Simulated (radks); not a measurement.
Task: All-electron atom: the terbium ion Tb64+ in 1s1. Calculated with a radial shooting solver on a logarithmic mesh with Libxc functionals: Dirac Kohn-Sham, PBEsol, spin-unpolarised, spherical densities, finite nucleus; Fermi nuclear charge, rms radius 5.06 fm. Some entries of the table are withheld. Estimate them.

orbital,occ.,eigenvalue (eV),<r> (bohr)
1s1/2,1,-60520.45,(1)
2s1/2,0,(2),0.08489
2p1/2,0,-15169.75,(3)
2p3/2,0,-14250.03,(4)

Result: 
(1) 1s1/2 <r> (bohr): 0.02128
(2) 2s1/2 eigenvalue (eV): -15216.14
(3) 2p1/2 <r> (bohr): 0.06959
(4) 2p3/2 <r> (bohr): 0.07577
